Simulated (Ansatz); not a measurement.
One change: `C=NC(F)[SiH3]` becomes `FC([SiH3])SS`.

Ansatz, PBE0-D4/def2-TZVP geometries, multiplicity 1. Each molecule was computed in one conformer, which needn't be the lowest.

```csv
property,`C=NC(F)[SiH3]`
LUMO energy (PBE/def2-TZVPP) / eV,-1.76
size of the dipole moment (PBE/def2-TZVPP) / D,0.28
HOMO energy (PBE/def2-TZVPP) / eV,-6.49
HOMO–LUMO gap (ωB97M-V/def2-TZVPP) / eV,11.81
size of the dipole moment (B3LYP/def2-TZVPP) / D,0.38
HOMO–LUMO gap (PBE0/def2-TZVPP) / eV,7.33
```

Task: What does the change do to each property? (Estimate.)

Result: Computed: 
```tsv
property	`FC([SiH3])SS`	shift
LUMO energy (PBE/def2-TZVPP) / eV	-1.94	-0.18
size of the dipole moment (PBE/def2-TZVPP) / D	0.52	0.24
HOMO energy (PBE/def2-TZVPP) / eV	-6.27	0.22
HOMO–LUMO gap (ωB97M-V/def2-TZVPP) / eV	10.71	-1.10
size of the dipole moment (B3LYP/def2-TZVPP) / D	0.67	0.29
HOMO–LUMO gap (PBE0/def2-TZVPP) / eV	6.51	-0.82
```

With PBE0 the HOMO rises by 0.56 eV and the LUMO falls by 0.27 eV, so the gap narrows by about 0.83 eV. PBE moves the HOMO by 0.22 eV and ωB97M-V by 0.76 eV. Dipoles are sizes alone; their direction can turn.

Positive LUMOs are unbound, so they and the gaps depend on the basis.

B3LYP here is the variant with VWN-RPA as its local correlation; programs differ in this.
